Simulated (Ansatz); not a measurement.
[Cu(OH)4]- (CuO4H4⁻). Total charge -1; triplet. Geometry PBE0-D4/def2-SVPD; atoms count from 1.

```xyz
9

Cu    0.0000    0.0000    0.0000
O    -1.2945    0.9478    1.0683
H    -1.3592    0.4750    1.9013
O    -0.3371    1.3039   -1.3057
H    -0.9926    1.8020   -0.7922
O     1.2945   -0.9478   -1.0683
H     1.3593   -0.4750   -1.9012
O     0.3371   -1.3039    1.3057
H     0.9925   -1.8021    0.7922
```

At PBE0-D4/def2-TZVPD a singlet of charge -1 lies 1.42 eV below the triplet, each at its own geometry.

Question: Estimate the Mulliken populations from the PBE0/def2-TZVPD orbitals of Ansatz.

Answer: 
| atom | charge (e) | spin (α − β) | d electrons |
| --- | --- | --- | --- |
| Cu1 | 0.23 | 0.76 | 9.21 |
| O2 | -0.76 | 0.17 | – |
| H3 | 0.25 | 0.00 | – |
| O4 | -0.55 | 0.48 | – |
| H5 | 0.45 | -0.01 | – |
| O6 | -0.76 | 0.17 | – |
| H7 | 0.25 | 0.00 | – |
| O8 | -0.55 | 0.48 | – |
| H9 | 0.45 | -0.01 | – |
Mulliken values depend strongly on the basis. With diffuse functions, as here, like atoms can get unlike values, and bond orders can come out too low or too high.

Question: Where does the spin sit?

Answer: Summed by element: Cu 0.76, O 1.28, H -0.04, of 2 unpaired in all. Largest on single atoms: Cu1 0.76, O8 0.48, O4 0.48.

Question: And the Mayer bond orders between heavy atoms (over 0.3)?

Answer: Cu1–O2 0.69 (1.93 Å); Cu1–O4 0.83 (1.88 Å); Cu1–O6 0.69 (1.93 Å); Cu1–O8 0.83 (1.88 Å).
